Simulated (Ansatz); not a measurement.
Cartesian coordinates in Å:
```
C 2.079 -0.019 0.424
N 0.827 0.702 0.338
Zr -1.013 -0.016 -0.147
O -1.243 -0.063 -2.079
O -2.295 1.220 0.615
O -1.092 -1.835 0.520
H 1.913 -1.080 0.218
H 2.823 0.338 -0.300
H 2.528 0.043 1.424
H 0.944 1.678 0.579
H -0.895 0.103 -2.950
H -3.141 1.645 0.719
H -1.435 -2.715 0.639
```

Charge 0, multiplicity 1. Zr takes the def2 core potential.

Q: List the PBE0/def2-TZVPP orbital energies in eV (the Gaussian-basis code of Ansatz). (Best estimate.)

A: Ansatz gave: Occupied: -521.99, -521.92, -521.80, -390.33, -278.47, -58.18, -34.90, -34.75, -34.53, -26.55, -26.21, -26.14, -23.56, -17.96, -13.64, -13.32, -13.25, -12.93, -11.63, -11.28, -9.55, -9.41, -9.37, -9.03, -8.75, -8.58, -8.44, -6.44. Lowest empty: -0.06, 0.37, 0.74, 0.78, 0.91, 1.04, 1.17, 1.49.
